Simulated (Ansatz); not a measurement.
`C[S][GeH]([F])[Cl]` + H₂ → `C[S][GeH2][Cl]` + H–F at 500 K and 1 bar (hydrogenolysis of a Ge–F bond).

Isolated molecules relaxed with PBE0-D4/def2-TZVP in Ansatz; ΔE leaves out vibrations. CBS: MP2 limit from def2 TZ/QZ plus the TZ coupled-cluster correction, frozen cores. This one scheme is used for every species. For Ge outer-core shells are correlated without core-valence functions, which leaves a few kJ/mol of doubt a bond. Scalar relativity is left out up to krypton. One conformer a species, not always the lowest.

| species | CCSD(T)/CBS energy (Eh) | H − E (kJ/mol) | S (J/(mol·K)) |
| --- | --- | --- | --- |
| `C[S][GeH]([F])[Cl]` | -3074.01984 | 182.5 | 444.2 |
| H₂ | -1.17544 | 41.0 | 145.5 |
| `C[S][GeH2][Cl]` | -2974.78596 | 192.2 | 415.0 |
| H–F | -100.39570 | 39.4 | 188.7 |

H − E and S are ideal-gas, rigid-rotor, harmonic terms from PBE0-D4/def2-TZVP, for one conformer and one mirror image of each species. For small species the MP2-based limit differs from directly extrapolated CCSD(T) by up to some mEh (0.8 for H₂); such offsets cancel only in part. 1 Eh = 2625.50 kJ/mol, R = 8.31446 J/(mol·K).

**Question.** By hand: ΔE, ΔH, ΔS and ΔG.

**Answer.** ΔE = (-2974.78596) + (-100.39570) − (-3074.01984) − (-1.17544) = 0.01362 Eh = 35.8 kJ/mol. Δ(H − E) = 192.2 + 39.4 − 182.5 − 41.0 = 8.1, so ΔH = 43.9 kJ/mol. ΔS = 415.0 + 188.7 − 444.2 − 145.5 = 14.0 J/(mol·K). ΔG = 43.9 − 500 × (14.0)/1000 = 36.9 kJ/mol.

**Question.** By hand: the equilibrium constant, and the temperature at which ΔG would vanish if ΔH and ΔS stayed fixed.

**Answer.** log₁₀ K = −ΔG/(RT ln 10) = -3.9. ΔG = 0 at ΔH/ΔS = 3136 K, far beyond where these terms or the molecules hold.

The number of gas molecules stays the same, so ΔS is small and ΔH decides. A doubt of 5 kJ/mol in ΔE shifts log₁₀ K by 0.5 here. Other conformers and mirror images would add mixing entropy, several J/(mol·K) or more a flexible species. Modes under 60 cm⁻¹, often nearly free rotors, make the harmonic entropy too high. These are equilibria of isolated gas molecules and say nothing of rates. Largest T1 diagnostic: 0.011 (customary marks: 0.02 for closed shells, 0.045 for open ones).
